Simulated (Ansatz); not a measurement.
Input and output for `[NH2][Ga]([Cl])[O][SiH3]`.

```yaml
crystal:
  periodic: [false, false, false]
  atoms:
    - {symbol: N, position_ang: [-0.200299, -0.013342, -2.599556]}
    - {symbol: Ga, position_ang: [0.443134, -0.235525, -0.941408]}
    - {symbol: Cl, position_ang: [2.325742, -1.168415, -0.587799]}
    - {symbol: O, position_ang: [-0.518367, 0.257789, 0.456250]}
    - {symbol: Si, position_ang: [-0.374173, 0.202170, 2.084688]}
    - {symbol: H, position_ang: [-1.019025, 0.541223, -2.781207]}
    - {symbol: H, position_ang: [0.367035, -0.157191, -3.416317]}
    - {symbol: H, position_ang: [-1.586946, 0.824010, 2.675491]}
    - {symbol: H, position_ang: [-0.264840, -1.201870, 2.566582]}
    - {symbol: H, position_ang: [0.827750, 0.951171, 2.543287]}
basis:
  gaussian: {orbitals: def2-mTZVPP, final_grid: {core_spheres: 8, valence_spheres: 7, degree: 23}, point_charges: [{charge: 0.50, position_ang: [5.760, -0.807, -0.384]}]}
hamiltonian: {xc: {name: r2SCAN0}, pseudopotentials: {relativity: none}}
scf: {lower_state_search: full}
```

```sh
$ ansatz run in.yaml --threads 2 --pin off --events-out ev --progress --plain --max-ram 20480MiB --backend cpu
```

It prints (some lines left out):

```
Functional definition: r2SCAN0
1538 factors; their error is unknown
mean field evaluation 1: about -76387.4073 eV, gradient 7.7e1 eV
mean field evaluation 2: about -76367.8686 eV, gradient 1.2e2 eV
mean field evaluation 4: about -76397.3253 eV, gradient 7.1e0 eV
mean field evaluation 8: about -76397.4154 eV, gradient 2.9e-1 eV
mean field evaluation 16: about -76397.7526 eV, gradient 1.3e-4 eV
mean field -76397.75260043 eV, -2807.5656238093 hartree, gradient 2.4e-5 eV, S^2 0.000000; 0 other end points of the search recorded, 0 dependent functions left out
reference -76397.75261210 eV, -2807.5656242380 hartree; 41, 41 occupied and 122, 122 virtual orbitals, 1538 factors
Total energy: -76397.75261210 eV, -2807.5656242380 hartree
```

Run time 3.6 s (2 threads of a server CPU on a shared host); peak host memory 0.49 GiB.
